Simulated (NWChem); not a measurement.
System: C2H3BO; SMILES C#CBO

Parts of the log:

```
             Northwest Computational Chemistry Package (NWChem) 7.3.0
             --------------------------------------------------------

                             Geometry "geometry" -> ""
                             -------------------------

 Output coordinates in angstroms (scale by  1.889725989 to convert to a.u.)

  No.       Tag          Charge          X              Y              Z
 ---- ---------------- ---------- -------------- -------------- --------------
    1 B                    5.0000     0.51426600    -0.66897400     0.00000000
    2 C                    6.0000     0.08418100     0.80106600     0.00000000
    3 C                    6.0000    -0.20371100     1.98397700     0.00000000
    4 H                    1.0000    -0.46628500     3.02699600     0.00000000
    5 H                    1.0000     1.69216400    -0.95804200     0.00000000
    6 O                    8.0000    -0.43159900    -1.63095800     0.00000000
    7 H                    1.0000    -0.05684300    -2.51736600     0.00000000

 Effective nuclear repulsion energy (a.u.)      84.8321847171

                              NWChem Property Module
                              ----------------------

  itol2e modified to match energy
  convergence criterion.

                                 NWChem DFT Module
                                 -----------------

 Summary of "ao basis" -> "ao basis" (spherical)
 ------------------------------------------------------------------------------
       Tag                 Description            Shells   Functions and Types
 ---------------- ------------------------------  ------  ---------------------
 B                          def2-svp                 6       14   3s2p1d
 C                          def2-svp                 6       14   3s2p1d
 H                          def2-svp                 3        5   2s1p
 O                          def2-svp                 6       14   3s2p1d

  itol2e modified to match energy
  convergence criterion.

[...]

          -----------------------
          Electric field gradient
          -----------------------

 1 a.u. = 0.324123 10**(16) esu/cm**3  ( or statvolts/cm**2 ) = 0.97174 10**(22) v/m**2

 ------------------------------------------------------------
   Atom      X         Y         Z
 ------------------------------------------------------------
    1 B    0.97182  -1.26418   0.00000
 ------------------------------------------------------------

 Electric field gradient in molecular frame (a.u.)
         XX             YY             ZZ             XY             XZ             YZ
 ------------------------------------------------------------------------------------------
        0.201789       0.189909      -0.391698      -0.043623       0.000000       0.000000

 Principal components (a.u.) and orientation
 of principal axis w.r.t. absolute frame                      Asymmetry parameter eta
 --------------------------------------------------------------------------------------
       -0.391698       0.239874       0.151824                       0.224791

       -0.000000       0.753300       0.657677
       -0.000000      -0.657677       0.753300
        1.000000       0.000000       0.000000

 ------------------------------------------------------------
   Atom      X         Y         Z
 ------------------------------------------------------------
    2 C    0.15908   1.51380   0.00000
 ------------------------------------------------------------

 Electric field gradient in molecular frame (a.u.)
         XX             YY             ZZ             XY             XZ             YZ
 ------------------------------------------------------------------------------------------
       -0.160879       0.295342      -0.134463      -0.116164       0.000000      -0.000000

 Principal components (a.u.) and orientation
 of principal axis w.r.t. absolute frame                      Asymmetry parameter eta
 --------------------------------------------------------------------------------------
        0.323217      -0.188754      -0.134463                       0.167968

       -0.233337       0.972396       0.000000
        0.972396       0.233337       0.000000
       -0.000000      -0.000000       1.000000

 ------------------------------------------------------------
   Atom      X         Y         Z
 ------------------------------------------------------------
    3 C   -0.38496   3.74917   0.00000
 ------------------------------------------------------------

 Electric field gradient in molecular frame (a.u.)
         XX             YY             ZZ             XY             XZ             YZ
 ------------------------------------------------------------------------------------------
        0.001825       0.225578      -0.227403      -0.064475       0.000000      -0.000000

 Principal components (a.u.) and orientation
 of principal axis w.r.t. absolute frame                      Asymmetry parameter eta
 --------------------------------------------------------------------------------------
        0.242827      -0.227403      -0.015424                       0.872967

       -0.258441       0.000000       0.966027
        0.966027       0.000000       0.258441
       -0.000000       1.000000      -0.000000

 ------------------------------------------------------------
   Atom      X         Y         Z
 ------------------------------------------------------------
    4 H   -0.88115   5.72019   0.00000
 ------------------------------------------------------------

[...]
```

Level: CAM-B3LYP/def2-SVP. The geometry was optimised at PBE0/def2-SVP. NWChem prints the field gradient with the sign opposite to the second derivative of the potential.

Which NWChem input produces such a log?

This is not unique; one that fits is the input that was run:
```
start job
memory heap 200 mb stack 900 mb global 1100 mb
geometry units angstroms noautosym nocenter noautoz
  B      0.514266    -0.668974     0.000000
  C      0.084181     0.801066     0.000000
  C     -0.203711     1.983977     0.000000
  H     -0.466285     3.026996     0.000000
  H      1.692164    -0.958042     0.000000
  O     -0.431599    -1.630958     0.000000
  H     -0.056843    -2.517366     0.000000
end
basis spherical
  * library def2-svp
end
dft
  xc xcamb88 1.00 lyp 0.81 vwn_5 0.19 hfexch 1.00
  cam 0.33 cam_alpha 0.19 cam_beta 0.46
  iterations 150
end
property
  efieldgrad
end
task dft property
```
